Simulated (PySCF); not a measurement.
Which level of theory gave which numbers?

Compound: C2H10BNSi.
SMILES: `C[SiH](C)BN`

The closed-shell ground state was solved 7 times with PySCF (density fitting, gas phase), always in the pcSseg-1 basis (142 functions), with these functionals: B3LYP, BHandHLYP, CAM-B3LYP, HF, LDA, OPBE and PBE0. Geometry: PBE0-D3(BJ)/def2-SVP, one conformer, isolated molecule.

| row | total energy (Eh) | HOMO (eV) | LUMO (eV) | dipole (D) |
| --- | --- | --- | --- | --- |
| P | -451.2317 | -6.08 | -1.04 | 1.77 |
| Q | -451.0217 | -7.35 | -0.26 | 1.75 |
| R | -451.2434 | -8.53 | 0.75 | 1.70 |
| S | -448.6671 | -6.15 | -1.39 | 1.80 |
| T | -449.6305 | -10.33 | 3.15 | 1.60 |
| U | -451.3847 | -7.16 | -0.44 | 1.76 |
| V | -451.2612 | -8.71 | 0.87 | 1.76 |

Task: Which functional belongs to which row?

Result: P = OPBE, Q = PBE0, R = BHandHLYP, S = LDA, T = HF, U = B3LYP, V = CAM-B3LYP. By rising HOMO–LUMO gap: LDA (LDA) 4.76 eV; OPBE (GGA) 5.04 eV; B3LYP (global hybrid, 20 % exact exchange) 6.72 eV; PBE0 (global hybrid, 25 % exact exchange) 7.09 eV; BHandHLYP (global hybrid, 50 % exact exchange) 9.28 eV; CAM-B3LYP (range-separated hybrid) 9.58 eV; HF (all exact exchange) 13.48 eV. Total energies of different functionals aren't bounds to one another; each is stationary for its own functional.

The values belong to the conformer `[CH3:1][SiH:2]([CH3:3])[BH:4][NH2:5]`: C1–Si2–B4–N5 -119°, H–N5–B4–Si2 180°, H–N5–B4–Si2 0°.
